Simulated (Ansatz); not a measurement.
The same path of Cl3HOTi + H2 (8 atoms, charge 0, multiplicity 1) was run twice with different band settings. Lost on the way: H7–H8. Made: Ti1–H7, O2–H8.

All numbers below come from RHF/def2-SVP (Ansatz).

Relaxed end points:

```xyz
8
Properties=species:S:1:pos:R:3
Ti -0.322 0.392 -0.159
O -0.452 0.303 1.538
H -0.564 0.107 2.456
Cl 1.790 0.560 -0.732
Cl -1.427 2.145 -0.886
Cl -1.177 -1.427 -1.039
H 1.313 -2.840 1.653
H 1.772 -2.317 1.923
```

```xyz
8
Properties=species:S:1:pos:R:3
Ti 0.378 -0.252 -0.147
O -0.236 -0.684 1.953
H -0.943 -1.305 2.080
Cl 1.476 -0.088 -2.047
Cl 0.208 1.883 0.541
Cl -1.262 -1.720 -0.620
H 1.668 -0.967 0.459
H -0.356 0.057 2.535
```

Common settings: spring 5.0 eV/Å²; optimiser quadratic models (default); start path through a guess of the saddle point; force threshold 0.03 eV/Å; iteration limit 60; end points relaxed.

| run | movable images | climbing image |
| --- | --- | --- |
| 1 | 5 | yes |
| 2 | 8 | no |

(1) What does each run give, and how far can it be trusted?

Results:

(1) Run 1: converged after 48 iterations, highest image 2.269 eV above the first end. Neighbouring images differ by up to 2.0 eV, so the band resolves the path poorly. A vibrational analysis at the climbing image gives one clearly imaginary mode, 1961i cm⁻¹: a first-order saddle point.
Run 2: converged after 23 iterations, highest image 1.179 eV above the first end. The profile has 2 maxima (images 3, 7) with wells between them (image 6): this band takes more than one step, which may be the mechanism or a detour left from its start path. No image climbed, so the highest image needn't sit at the top of the path.
The orbitals stay closed-shell, which can raise the energy where a bond breaks towards radicals; this wasn't checked here.
